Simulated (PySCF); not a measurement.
# Solvent effects on NMR parameters

Molfile (atoms numbered from 1):
```
C7H16O
     RDKit          3D

 24 23  0  0  0  0  0  0  0  0999 V2000
   -1.0141    1.9425    1.0316 C   0  0  0  0  0  0  0  0  0  0  0  0
   -1.2812    1.0292   -0.1548 C   0  0  0  0  0  0  0  0  0  0  0  0
   -0.9167   -0.4585    0.0274 C   0  0  0  0  0  0  0  0  0  0  0  0
   -1.2090   -1.1869   -1.2882 C   0  0  0  0  0  0  0  0  0  0  0  0
   -1.7816   -1.0826    1.1260 C   0  0  0  0  0  0  0  0  0  0  0  0
    0.5597   -0.6371    0.4240 C   0  0  0  0  0  0  0  0  0  0  0  0
    1.6033   -0.0419   -0.5077 C   0  0  0  0  0  0  0  0  0  0  0  0
    2.9095   -0.2283   -0.0269 O   0  0  0  0  0  0  0  0  0  0  0  0
   -1.3357    2.9711    0.8093 H   0  0  0  0  0  0  0  0  0  0  0  0
   -1.5578    1.6195    1.9325 H   0  0  0  0  0  0  0  0  0  0  0  0
    0.0557    1.9853    1.2884 H   0  0  0  0  0  0  0  0  0  0  0  0
   -0.7477    1.4191   -1.0388 H   0  0  0  0  0  0  0  0  0  0  0  0
   -2.3522    1.0790   -0.4190 H   0  0  0  0  0  0  0  0  0  0  0  0
   -0.6673   -0.7414   -2.1364 H   0  0  0  0  0  0  0  0  0  0  0  0
   -2.2837   -1.1415   -1.5257 H   0  0  0  0  0  0  0  0  0  0  0  0
   -0.9257   -2.2499   -1.2261 H   0  0  0  0  0  0  0  0  0  0  0  0
   -2.8535   -0.9507    0.9074 H   0  0  0  0  0  0  0  0  0  0  0  0
   -1.5787   -0.6354    2.1108 H   0  0  0  0  0  0  0  0  0  0  0  0
   -1.5869   -2.1636    1.2094 H   0  0  0  0  0  0  0  0  0  0  0  0
    0.7312   -0.2131    1.4274 H   0  0  0  0  0  0  0  0  0  0  0  0
    0.7581   -1.7217    0.5208 H   0  0  0  0  0  0  0  0  0  0  0  0
    1.4870   -0.4503   -1.5313 H   0  0  0  0  0  0  0  0  0  0  0  0
    1.4651    1.0475   -0.5908 H   0  0  0  0  0  0  0  0  0  0  0  0
    3.0518   -1.1749    0.0762 H   0  0  0  0  0  0  0  0  0  0  0  0
  1  2  1  0
  2  3  1  0
  3  4  1  0
  3  5  1  0
  3  6  1  0
  6  7  1  0
  7  8  1  0
  1  9  1  0
  1 10  1  0
  1 11  1  0
  2 12  1  0
  2 13  1  0
  4 14  1  0
  4 15  1  0
  4 16  1  0
  5 17  1  0
  5 18  1  0
  5 19  1  0
  6 20  1  0
  6 21  1  0
  7 22  1  0
  7 23  1  0
  8 24  1  0
M  END
```

GIAO PBE0/pcSseg-1 in PySCF 2.14.0 with density-fitted response routines on one PBE0-D3(BJ)/def2-SVP conformer, non-relativistic, equivalent nuclei averaged. Solvents enter as an IEF-PCM continuum (tetrahydrofuran with ε = 7.4, acetone with ε = 20.5) around the gas-phase geometry. Shifts are referred to TMS computed in the same medium.

Gas phase, δ in ppm: C7 61.1, C6 45.8, C2 34.6, C3 31.4, C4/C5 31.0, C1 9.7, H22/H23 3.54, H20/H21 1.17, H12/H13 1.03, H9/H10/H11 0.94, H14/H15/H16/H17/H18/H19 0.86, H24 -0.74. Dipole moment 1.67 D.

Question: How does each δ change in the continuum?

Answer: 
```tsv
atoms	environment	Δδ, tetrahydrofuran	Δδ, acetone
C7	sp3 CH2 bonded to O	+0.9	+1.0
C6	sp3 CH2	-0.1	-0.2
C2	sp3 CH2	+0.5	+0.5
C3	quaternary sp3 carbon	+0.9	+1.1
C4/C5	methyl carbon	+0.2	+0.2
C1	methyl carbon	+0.4	+0.5
H22/H23	hydrogen on an sp3 CH2 bonded to O	+0.04	+0.05
H20/H21	hydrogen on an sp3 CH2	+0.06	+0.07
H12/H13	hydrogen on an sp3 CH2	+0.01	+0.01
H9/H10/H11	hydrogen on a methyl carbon	-0.02	-0.02
H14/H15/H16/H17/H18/H19	hydrogen on a methyl carbon	0.00	0.00
H24	hydrogen on an alcohol oxygen	+0.82	+0.96
```

Changes are relative to the gas phase. The dipole moment becomes 1.97 D in tetrahydrofuran, 2.03 D in acetone.

Question: Which nuclei move most (in ppm), and what does the model miss?

Answer: C7 (sp3 CH2 bonded to O, +1.0 ppm) and C3 (quaternary sp3 carbon, +1.1 ppm) in acetone. A continuum only polarises the solute; specific hydrogen bonds, the anisotropy of aromatic solvents and changes of geometry or conformer are outside it.
